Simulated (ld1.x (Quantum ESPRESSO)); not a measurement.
## Mo: variants of one PAW potential

Base potential:

```
Element                 : Mo
Generator               : ld1.x (Quantum ESPRESSO) 7.5
Type                    : PAW
Functional              : PBE
Relativity              : scalar-relativistic
Frozen core             : [Ar] 3d10
Valence charge          : 14
Reference configuration : 4s2 4p6 4d5 5s0.75 5p0.25
Partial waves           : 4s (bound): rcut 1.45, rcutus 1.70 bohr; 5s (bound): rcut 1.45, rcutus 1.70 bohr; 4p (bound): rcut 1.65, rcutus 2.00 bohr; 5p (bound): rcut 1.65, rcutus 2.00 bohr; 4d (bound): rcut 2.55, rcutus 2.70 bohr; 4d channel at 0.1 Ry: rcut 2.55, rcutus 2.70 bohr
Local potential         : all-electron potential smoothed inside 2.70 bohr (lloc = -1)
Core correction         : Bessel-smoothed model core, default radius (core density twice the valence density)
Augmentation charge     : BESSEL, radius 1.50 bohr
```

Cutoffs, loose and tight: the cutoffs (Ry, on a coarse ladder) from which the occupation-weighted sum of valence levels, in a spherical-Bessel basis at the reference potential, stays within 10 and 1 mRy of its value at 400 Ry. They do not see the model core or the augmentation charge, which bear on the density cutoff. Test errors are all-electron minus pseudo excitation energies from the reference, over the configurations 4s2 4p6 4d5 5s1 5p0; 4s2 4p6 4d5 5s0 5p0; 4s2 4p6 4d4 5s0 5p0; 4s2 4p6 4d5 5s0 5p1; 4s2 4p5 4d5 5s1 5p0; 4s2 4p6 4d4 5s1 5p0; 4s2 4p6 4d4 5s2 5p0. A dash means not determined; rows that change the core or the reference have their own tests. The largest error is taken over the tests solved by every variant that gives reliable tests at all: 4s2 4p6 4d5 5s0 5p0; 4s2 4p6 4d5 5s0 5p1; 4s2 4p6 4d5 5s1 5p0.

| change | outcome | cutoff, loose | cutoff, tight | bound ghosts | largest test error (meV) |
| --- | --- | --- | --- | --- | --- |
| base | generated | 25 Ry | 40 Ry | none | -1.3 |
| waves 4s (bound): rcut 1.38, rcutus 1.46 bohr; 5s (bound): rcut 1.38, rcutus 1.46 bohr | generated | 25 Ry | 40 Ry | none | -1.2 |
| waves 4s (bound): rcut 1.45, rcutus 1.74 bohr; 5s (bound): rcut 1.45, rcutus 1.74 bohr | generated | 25 Ry | 35 Ry | none | -1.3 |
| waves 4s (bound): rcut 1.45, rcutus 2.02 bohr; 5s (bound): rcut 1.45, rcutus 2.02 bohr | generated | 25 Ry | 35 Ry | none | -1.2 |
| waves 4s (bound): rcut 1.45, rcutus 2.24 bohr; 5s (bound): rcut 1.45, rcutus 2.24 bohr | generated | 21 Ry | 35 Ry | none | -1.2 |
| waves 4s (bound): rcut 1.45, rcutus 2.52 bohr; 5s (bound): rcut 1.45, rcutus 2.52 bohr | generated | 21 Ry | 35 Ry | none | -1.3 |

**Question.** What comes out with this change to the base: waves 4s (bound): rcut 1.14, rcutus 1.20 bohr; 5s (bound): rcut 1.14, rcutus 1.20 bohr?

**Answer.** outcome: generated; cutoff, loose: 25 Ry; cutoff, tight: 55 Ry; bound ghosts: none; largest test error (meV): -0.4.

Reading the sweep of the s radius (base included, trends over the rows without a ghost): The loose cutoff stays near 25 Ry.
